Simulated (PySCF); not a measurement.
## How the method moves the HOMO and LUMO of `C[C@@H]1COBO1`

Species: C3H7BO2.
Geometry (PBE0-D3(BJ)/def2-SVP, Å), atoms numbered from 1 in this order:
```xyz
13
C3H7BO2 angstrom
C     -1.272   -0.859   -0.606
C     -0.279   -0.328    0.400
C      0.026    1.181    0.267
O      1.440    1.280    0.227
B      1.944    0.017    0.173
O      0.994   -0.954    0.232
H     -0.942   -0.630   -1.632
H     -1.373   -1.949   -0.510
H     -2.263   -0.405   -0.450
H     -0.630   -0.564    1.421
H     -0.363    1.770    1.113
H     -0.394    1.602   -0.662
H      3.118   -0.217    0.082
```

Basis pcSseg-1 throughout (PySCF), one geometry. Geometry: PBE0-D3(BJ)/def2-SVP; no solvent, vibrations or thermal averaging.

Q: How do the orbital energies, the gap and the dipole change with the method?

A: 
| method | kind | HOMO (eV) | LUMO (eV) | gap (eV) | μ (D) | SCF cycles |
| --- | --- | --- | --- | --- | --- | --- |
| BLYP | GGA | -6.47 | -0.01 | 6.47 | 2.51 | 15 |
| OPBE | GGA | -6.55 | 0.03 | 6.58 | 2.49 | 15 |
| PBE | GGA | -6.57 | -0.11 | 6.46 | 2.53 | 15 |
| B97-D | GGA | -6.61 | 0.05 | 6.66 | 2.51 | 15 |
| BP86 | GGA | -6.69 | -0.11 | 6.58 | 2.54 | 15 |
| KT2 | GGA | -6.69 | -0.09 | 6.60 | 2.43 | 15 |
| LDA | LDA | -6.71 | -0.34 | 6.37 | 2.64 | 15 |
| KT3 | GGA | -6.72 | -0.11 | 6.61 | 2.39 | 16 |
| B97-2 | global hybrid | -7.83 | 0.87 | 8.70 | 2.53 | 14 |
| B3LYP | global hybrid | -7.85 | 0.60 | 8.45 | 2.55 | 14 |
| PBE0 | global hybrid | -8.09 | 0.87 | 8.96 | 2.55 | 13 |
| mPW1PW91 | global hybrid | -8.13 | 0.87 | 9.00 | 2.56 | 13 |
| CAM-B3LYP | range-separated hybrid | -9.52 | 1.88 | 11.40 | 2.60 | 12 |
| BHandHLYP | global hybrid | -9.55 | 1.77 | 11.32 | 2.57 | 12 |
| wB97X-D | range-separated hybrid | -10.02 | 2.78 | 12.80 | 2.59 | 12 |
| LC-wPBE | range-separated hybrid | -10.86 | 3.17 | 14.03 | 2.65 | 13 |
| HF | Hartree–Fock | -11.87 | 4.04 | 15.91 | 2.59 | 10 |

The HOMO spans 5.39 eV, from BLYP down to HF, and the gap runs from 6.37 eV (LDA) to 15.91 eV (HF). Over the methods BLYP (0 %), OPBE (0 %), PBE (0 %), B97-D (0 %), BP86 (0 %), KT2 (0 %), LDA (0 %), KT3 (0 %), B97-2 (21 %), B3LYP (20 %), PBE0 (25 %), mPW1PW91 (25 %), BHandHLYP (50 %), HF (100 %), a straight line through the gap against the share of exact exchange rises by 0.94 eV for each 10 % (correlation coefficient 0.999). The dipole ranges from 2.39 D (KT3) to 2.65 D (LC-wPBE). This basis has no diffuse functions.
